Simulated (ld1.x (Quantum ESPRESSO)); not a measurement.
# LDA (PZ) PAW dataset for ytterbium (Yb), scalar-relativistic all-electron reference.

- Element: Yb
- Generator: ld1.x (Quantum ESPRESSO) 7.5
- Type: PAW
- Functional: LDA (PZ)
- Relativity: scalar-relativistic
- Frozen core: [Kr] 4d10
- Valence charge: 24
- Reference configuration: 4f14 5s2 5p6 5d0 6s2 6p0
- Partial waves: 5s (bound): rcut 1.55, rcutus 1.95 bohr; 6s (bound): rcut 1.55, rcutus 1.95 bohr; 5p (bound): rcut 2.00, rcutus 2.30 bohr; 6p (bound, empty): rcut 2.00, rcutus 2.30 bohr; 5d (bound, empty): rcut 2.05, rcutus 2.15 bohr; 5d channel at 3.95 Ry: rcut 2.05, rcutus 2.15 bohr; 4f (bound): rcut 1.10, rcutus 1.25 bohr; 4f channel at 0.9 Ry: rcut 1.10, rcutus 1.25 bohr
- Local potential: all-electron potential smoothed inside 1.10 bohr (lloc = -1)
- Core correction: a·sin(br)/r model core, default radius (ld1.x builds one for every PAW set, though the input has nlcc=.false.)
- Augmentation charge: BESSEL, radius 1.00 bohr

All-electron outer shells of the reference configuration (LDA (PZ), scalar-relativistic, ld1.x):

```csv
shell,level (eV),outermost node (bohr),outermost maximum (bohr)
4p,-337.60,0.26,0.48
4d,-177.78,0.24,0.49
5s,-55.09,0.58,1.07
5p,-27.58,0.62,1.24
6s,-4.08,1.46,3.20
4f,-3.24,–,0.49
6p,-1.16,1.81,4.66
5d,-0.83,0.70,2.12
```

Calculated quality:

* Ghost test: ghost state, extra bound levels that the all-electron valence spectrum of the same l lacks: s at -112.9 eV (p, d not tested); a true bound ghost makes a file unfit for plane-wave use (spherical-Bessel basis up to 400 Ry, 20 bohr box)
* Configuration tests: 2 of 9 tests not solved or not reliable; not counted: 4f13 5s2 5p6 5d0 6s0 6p0 (solver errors, printed error -6114 eV); 4f13 5s2 5p6 5d0 6s0 6p0 (spin-polarised) (solver errors, printed error -6124 eV)
* Lowest eigenvalue of the overlap operator: -0.41 (p channel); it is negative, so in a basis up to 400 Ry S is not positive definite and the file is unfit for use

Note: ghost state, extra bound levels that the all-electron valence spectrum of the same l lacks: s at -112.9 eV (p, d not tested). A true bound ghost makes a file unfit for plane-wave use. Its overlap operator is not positive definite in a basis up to 400 Ry (lowest eigenvalue p -0.41, d -0.04), so the file is unfit for use: the generalised eigenproblem breaks down once the basis is large enough, and its test numbers describe a broken file.

Generation and tests took about 4.7 s on one core of a shared server CPU.
